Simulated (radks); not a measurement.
Results of a calculation; reference values are marked as such.
Excited configurations of B II: one electron is placed in a higher orbital outside [He] 2s1. The ground configuration is [He] 2s2. Level of theory: scalar-relativistic Kohn-Sham, r2SCAN, spin-polarised, spherical densities, finite nucleus; open shells are filled with parallel spins first; meta-GGA in the generalised Kohn-Sham scheme; Fermi nuclear charge, rms radius 2.406 fm (a radial shooting solver on a logarithmic mesh with Libxc functionals). Excitation = E - E(ground); binding = E(ion) - E, where the ion is the core of charge +2; n* = 2/sqrt(2 binding) in atomic units, and the quantum defect is n - n*.

outer orbital,excitation (eV),binding (eV),n*,eigenvalue (eV),<r> (bohr)
2p,4.096,20.171,1.643,-14.574,1.805
4s,19.682,4.585,3.445,-3.724,9.026
4f,20.898,3.369,4.019,-2.428,9.097
5f,22.038,2.229,4.941,-1.718,15.67
6f,22.694,1.573,5.883,-1.249,23.73
7f,23.101,1.166,6.832,-0.942,33.32

The Delta-SCF ionisation energy is 24.267 eV (NIST Atomic Spectra Database: 25.155 eV, measured). Self-interaction in the functional shifts the binding energies and quantum defects, so they are the method's values and not measured ones.
